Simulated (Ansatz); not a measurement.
[AuF4]- (AuF₄⁻). The state is a singlet with charge -1. Geometry PBE0-D4/def2-SVPD.

```xyz
5

Au    0.000    0.000    0.000
F     0.139   -1.683   -0.941
F    -1.598   -0.629    0.888
F    -0.139    1.683    0.941
F     1.598    0.629   -0.888
```

In the def2 sets Au takes a core potential; there is no spin–orbit coupling. HSE06 is defined as in plane-wave codes, on full-range PBE exchange.

(1) Estimate the orbital energies around the gap (eV) in Ansatz with PBE-D4/def2-TZVPD, revPBE-D4/def2-TZVPD, r2SCAN-D4/def2-TZVPD, HSE06-D4/def2-TZVPD, BHLYP-D4/def2-TZVPD.

Answers

(1) 
```tsv
orbital	PBE-D4/def2-TZVPD	revPBE-D4/def2-TZVPD	r2SCAN-D4/def2-TZVPD	HSE06-D4/def2-TZVPD	BHLYP-D4/def2-TZVPD
HOMO−5	-3.80	-3.70	-4.26	-5.43	-7.77
HOMO−4	-3.63	-3.53	-4.01	-4.95	-7.47
HOMO−3	-3.28	-3.18	-3.74	-4.93	-7.10
HOMO−2	-2.39	-2.30	-2.78	-3.95	-6.38
HOMO−1	-2.39	-2.30	-2.78	-3.95	-6.38
HOMO	-2.19	-2.10	-2.58	-3.78	-6.28
LUMO	0.65	0.76	0.69	1.19	2.62
LUMO+1	3.24	3.26	3.76	3.62	4.37
LUMO+2	4.24	4.28	4.69	4.49	5.16
LUMO+3	4.51	4.41	5.13	4.74	5.29
LUMO+4	4.51	4.41	5.13	4.74	5.29
LUMO+5	5.55	5.40	6.17	5.77	6.30
```
